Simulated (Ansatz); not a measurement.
F2H4O4Si2, SMILES `O[SiH](O)O[Si](O)(F)F`, relaxed with RKS PBE0-D4/def2-TZVP in the Gaussian-basis code of Ansatz from a GFN2-xTB geometry. The force threshold is 0.005 eV/Å; the program also tests the step.

Charge 0, multiplicity 1.

Start:

```xyz
12

O    -2.632    0.346   -0.857
Si   -1.497    0.080    0.244
O    -0.967    1.476    0.866
O    -0.213   -0.693   -0.451
Si    1.359   -0.765   -0.370
O     1.930    0.317    0.678
F     1.989   -0.530   -1.813
F     1.835   -2.229    0.032
H    -2.509    0.947   -1.589
H    -2.078   -0.849    1.184
H    -0.086    1.520    1.234
H     2.869    0.379    0.841
```

```json
{"step": "1", "energy (eV)": "-29439.9155", "largest force (eV/Å)": "1.258", "largest move (Å)": "0.000"}
{"step": "2", "energy (eV)": "-29439.9451", "largest force (eV/Å)": "0.826", "largest move (Å)": "0.027"}
{"step": "3", "energy (eV)": "-29439.9627", "largest force (eV/Å)": "0.082", "largest move (Å)": "0.046"}
{"step": "4", "energy (eV)": "-29439.9650", "largest force (eV/Å)": "0.218", "largest move (Å)": "0.031"}
{"step": "5", "energy (eV)": "-29439.9682", "largest force (eV/Å)": "0.050", "largest move (Å)": "0.039"}
{"step": "6", "energy (eV)": "-29439.9690", "largest force (eV/Å)": "0.045", "largest move (Å)": "0.029"}
{"step": "7", "energy (eV)": "-29439.9695", "largest force (eV/Å)": "0.057", "largest move (Å)": "0.028"}
{"step": "8", "energy (eV)": "-29439.9698", "largest force (eV/Å)": "0.046", "largest move (Å)": "0.025"}
{"step": "9", "energy (eV)": "-29439.9700", "largest force (eV/Å)": "0.019", "largest move (Å)": "0.018"}
{"step": "10", "energy (eV)": "-29439.9701", "largest force (eV/Å)": "0.017", "largest move (Å)": "0.013"}
{"step": "11", "energy (eV)": "-29439.9702", "largest force (eV/Å)": "0.009", "largest move (Å)": "0.013"}
{"step": "12", "energy (eV)": "-29439.9702", "largest force (eV/Å)": "0.010", "largest move (Å)": "0.015"}
{"step": "13", "energy (eV)": "-29439.9703", "largest force (eV/Å)": "0.008", "largest move (Å)": "0.010"}
{"step": "14", "energy (eV)": "-29439.9703", "largest force (eV/Å)": "0.007", "largest move (Å)": "0.005"}
{"step": "15", "energy (eV)": "-29439.9703", "largest force (eV/Å)": "0.005", "largest move (Å)": "0.006"}
```

End:

```xyz
12

O    -2.599    0.372   -0.913
Si   -1.509    0.031    0.239
O    -0.945    1.412    0.897
O    -0.224   -0.798   -0.383
Si    1.368   -0.802   -0.374
O     1.860    0.363    0.648
F     1.947   -0.550   -1.818
F     1.932   -2.205    0.072
H    -2.422    1.103   -1.508
H    -2.188   -0.852    1.196
H    -0.015    1.425    1.143
H     2.796    0.500    0.800
```

Run time 61 s (2 threads of an AMD EPYC 7R13 on a shared host and a share of an NVIDIA H100 80 GB); peak host memory 0.92 GiB.
